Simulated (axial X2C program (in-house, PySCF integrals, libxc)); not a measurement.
## Which functional? An output for TiP

An SCF output computed with an in-house relativistic program for diatomic molecules for TiP at 2.155 Å, two-component in a model world with the speed of light multiplied by 0.9, state Ω = 3/2, Ti dyall-v3z [10s10p6d3f2g], P dyall-v3z [8s7p2d1f] (cores contracted in-house), without its first line (the second, level-shifted attempt; the first did not converge):

```
basis functions 155  fitting functions 945  grid points 5080
iter        total energy     max residual
   1      -1195.146396400     1.61e-01
   2      -1195.171694969     2.62e-02
   3      -1195.178429729     1.09e-02
   4      -1195.182272557     8.35e-03
   5      -1195.186727479     9.49e-03
   6      -1195.191513172     9.58e-03
   7      -1195.195417116     9.36e-03
   8      -1195.198148674     7.72e-03
   9      -1195.200123102     5.83e-03
  10      -1195.201362529     4.33e-03
  11      -1195.202277498     4.37e-03
  12      -1195.202752010     4.65e-03
  13      -1195.202946541     4.82e-03
  14      -1195.203031100     4.88e-03
  15      -1195.203050938     4.90e-03
  16      -1195.203105750     5.00e-03
  17      -1195.202914346     4.97e-03
  18      -1195.202767712     4.83e-03
  19      -1195.202387687     4.63e-03
  20      -1195.201619629     4.32e-03
  21      -1195.200713464     3.94e-03
  22      -1195.199241695     4.29e-03
  23      -1195.198663151     3.24e-03
  24      -1195.197874397     3.66e-03
  25      -1195.197575288     2.76e-03
  26      -1195.197315338     2.57e-03
  27      -1195.196777183     3.74e-03
  28      -1195.196914688     2.35e-03
  29      -1195.196879905     2.45e-03
  30      -1195.196768542     2.79e-03
  31      -1195.197039043     1.65e-03
  32      -1195.197179349     1.69e-03
  33      -1195.197386559     1.71e-03
  34      -1195.197581970     1.67e-03
  35      -1195.197748659     1.76e-03
  36      -1195.198020870     1.90e-03
  37      -1195.197525300     2.03e-03
  38      -1195.197450296     1.78e-03
  39      -1195.197349866     1.78e-03
  40      -1195.197272956     1.79e-03
  41      -1195.196951242     2.00e-03
  42      -1195.197580568     1.79e-03
  43      -1195.198413848     2.33e-03
  44      -1195.199017494     2.85e-03
  45      -1195.198526336     2.52e-03
  46      -1195.198312048     2.37e-03
  47      -1195.198468315     2.47e-03
  48      -1195.198654819     2.61e-03
  49      -1195.198425392     2.42e-03
  50      -1195.197450048     3.29e-03
  51      -1195.197530205     2.07e-03
  52      -1195.196935108     3.31e-03
  53      -1195.197508307     1.93e-03
  54      -1195.197396174     2.03e-03
  55      -1195.197353119     2.06e-03
  56      -1195.197409829     1.99e-03
  57      -1195.197352793     2.01e-03
  58      -1195.197163214     2.22e-03
  59      -1195.197165191     2.14e-03
  60      -1195.197917545     1.98e-03
  61      -1195.198130082     1.96e-03
  62      -1195.197844672     1.93e-03
  63      -1195.198133043     1.98e-03
  64      -1195.198098175     1.94e-03
  65      -1195.198034464     1.94e-03
  66      -1195.198042576     1.95e-03
  67      -1195.198020049     1.91e-03
  68      -1195.198196332     2.08e-03
  69      -1195.198300390     2.11e-03
  70      -1195.197723972     2.23e-03
  71      -1195.197441392     1.97e-03
  72      -1195.197536102     1.73e-03
  73      -1195.197368477     1.83e-03
  74      -1195.197410095     1.84e-03
  75      -1195.197171920     1.98e-03
  76      -1195.197399603     2.01e-03
  77      -1195.197499052     1.87e-03
  78      -1195.197456483     1.85e-03
  79      -1195.197264119     1.73e-03
  80      -1195.197837374     1.79e-03
NOT converged
one-electron -1807.57372374  Coulomb 596.00351746  exact exchange -64.36483131  xc functional 0.00000000  nuclear repulsion 81.03409726  atomic mean-field constant -0.29689705
```

Question: Which level of theory produced it?
A. r2SCAN
B. HF
C. PBE0

Answer: B. The exact-exchange term against the functional term shows a share of 1 of exact exchange.
